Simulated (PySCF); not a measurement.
Finite-field polarisability of Al (aluminium, neutral)

[Ne] 3s2 3p1, 2P determinant. All numbers are calculated (PySCF 2.14, no relativity, point nucleus, in dyall-av2z (13s9p2d, 50 functions)). Frozen: [Ne]. Energy changes in a uniform field (μhartree):

| axis | F (au) | HF | MP2 | CCSD | CCSD(T) |
| --- | --- | --- | --- | --- | --- |
| x | 0.002 | -101.957 | -99.125 | -95.799 | -95.749 |
| x | 0.004 | -407.901 | -396.570 | -383.274 | -383.074 |
| y | 0.0016 | -100.864 | -98.650 | -94.875 | -94.833 |
| y | 0.0032 | -404.449 | -395.575 | -380.433 | -380.261 |

By symmetry the remaining axis equals x.

(1) Derive α along x at CCSD(T) from the two fields.

(2) And the mean polarisability at each level?

A double-zeta set is small for polarisabilities.

Results:

(1) With ΔE = −αF²/2 − γF⁴/24, α = −(16 ΔE(F) − ΔE(2F))/(6F²) = 47.87 bohr³.

(2) The components xx, yy, zz at CCSD(T) are 47.87, 74.03, 47.87, the third axis being equal by symmetry to one of the two computed. Means: HF 60.23, MP2 58.71, CCSD 56.62, CCSD(T) 56.59 bohr³. Reference: 57.8 ± 1 bohr³ (recommended; Schwerdtfeger and Nagle, table of static dipole polarizabilities (2023 update)).
